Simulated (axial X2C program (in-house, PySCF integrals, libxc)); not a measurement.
## Outer orbitals of GeO⁺ at 1.773 Å, PBE0

All values were computed with an axial X2C code built on PySCF integrals. Spin-free means the one-electron spin-free X2C Hamiltonian; two-component (2c) means X2C with spin–orbit coupling and atomic mean-field two-electron Coulomb and Gaunt terms, so the difference of the two also holds small scalar two-electron terms. Basis: Ge dyall-cv3z [9s9p7d4f1g], O dyall-av3z [7s6p3d2f] (cores contracted in-house); Gaussian nuclei, density fitting, unrestricted open shells. Masses: Ge 73.921 u, O 15.995 u.

The distance is close to the 2c PBE0 minimum; the highest filled and lowest empty levels are listed.

Spin-free orbitals, state M_S = 1/2, Λ = 1 (beyond evenly filled blocks: π+α, π+β, π-α) (Löwdin shares):

| symmetry | occupied | ε (eV) | atomic character |
| --- | --- | --- | --- |
| σα | yes | -35.04 | 76% O s, 7% Ge d, 7% Ge p |
| σβ | yes | -32.96 | 75% O s, 8% Ge p, 6% Ge d |
| σα | yes | -21.65 | 46% Ge s, 42% O p, 8% O s |
| σβ | yes | -21.30 | 49% Ge s, 37% O p, 9% O s |
| π+α | yes | -18.46 | 89% O p, 6% Ge p, 3% Ge d |
| π-α | yes | -18.46 | 89% O p, 6% Ge p, 3% Ge d |
| σα | yes | -16.90 | 46% O p, 24% Ge s, 23% Ge p |
| σβ | yes | -16.48 | 50% O p, 25% Ge p, 20% Ge s |
| π+β | yes | -16.47 | 82% O p, 12% Ge p, 3% Ge d |
| π-β | no | -12.88 | 69% O p, 26% Ge p, 2% Ge d |
| π-α | no | -9.78 | 81% Ge p, 9% O p, 6% O d |
| π+α | no | -9.78 | 81% Ge p, 9% O p, 6% O d |
| π+β | no | -9.58 | 75% Ge p, 13% O p, 5% O d |

Spinors with spin–orbit coupling (state Ω = 3/2):

```json
{"ω": "1/2", "occupied": "yes", "ε (eV)": "-35.05", "atomic character": "76% O s, 7% Ge d, 7% Ge p", "λ mixture": "100% σ"}
{"ω": "-1/2", "occupied": "yes", "ε (eV)": "-32.96", "atomic character": "75% O s, 8% Ge p, 6% Ge d", "λ mixture": "100% σ"}
{"ω": "1/2", "occupied": "yes", "ε (eV)": "-21.65", "atomic character": "46% Ge s, 42% O p, 8% O s", "λ mixture": "100% σ"}
{"ω": "-1/2", "occupied": "yes", "ε (eV)": "-21.30", "atomic character": "49% Ge s, 37% O p, 9% O s", "λ mixture": "100% σ"}
{"ω": "-1/2", "occupied": "yes", "ε (eV)": "-18.48", "atomic character": "89% O p, 6% Ge p, 3% Ge d", "λ mixture": "100% π"}
{"ω": "3/2", "occupied": "yes", "ε (eV)": "-18.46", "atomic character": "89% O p, 6% Ge p, 3% Ge d", "λ mixture": "100% π"}
{"ω": "1/2", "occupied": "yes", "ε (eV)": "-16.90", "atomic character": "46% O p, 24% Ge s, 23% Ge p", "λ mixture": "100% σ"}
{"ω": "-1/2", "occupied": "yes", "ε (eV)": "-16.48", "atomic character": "50% O p, 25% Ge p, 20% Ge s", "λ mixture": "100% σ"}
{"ω": "1/2", "occupied": "yes", "ε (eV)": "-16.48", "atomic character": "82% O p, 12% Ge p, 3% Ge d", "λ mixture": "100% π"}
{"ω": "-3/2", "occupied": "no", "ε (eV)": "-12.86", "atomic character": "70% O p, 25% Ge p, 2% Ge d", "λ mixture": "100% π"}
{"ω": "-1/2", "occupied": "no", "ε (eV)": "-9.84", "atomic character": "81% Ge p, 9% O p, 6% O d", "λ mixture": "100% π"}
{"ω": "3/2", "occupied": "no", "ε (eV)": "-9.70", "atomic character": "81% Ge p, 9% O p, 6% O d", "λ mixture": "100% π"}
{"ω": "1/2", "occupied": "no", "ε (eV)": "-9.64", "atomic character": "75% Ge p, 14% O p, 5% O d", "λ mixture": "100% π"}
```

(1) How does the gap between the highest filled and lowest empty level change from the spin-free to the 2c table?

Mulliken charges and populations of the two-component result (they depend on the basis, above all on diffuse functions):

Ge 1.30 e (s 7.92 p 12.70 d 10.06 f 0.01), O -0.30 e (s 3.99 p 4.28 d 0.03). ⟨Lz⟩ = 1.00 ħ and ⟨Sz⟩ = 0.50 ħ (-0.02 and 0.52 on the two atoms), which add up to Ω.

One determinant describes the state; a PBE0 search over occupations chose it and may have missed a lower one. Density functionals use the spin component along the axis (collinear). Other states lie close and PBE0, whose exact exchange favours high spin, may order them wrongly; the determinant shown need not be the ground state. The nearest other spin-free determinant of the search, M_S = 1/2, Λ = 0, lies 0.34 eV up at the distance of the search. The functionals have no current-density term, which raises determinants with orbital currents, atoms included.

## Answers

(1) From 3.59 to 3.62 eV at PBE0, a change of 0.03 eV.
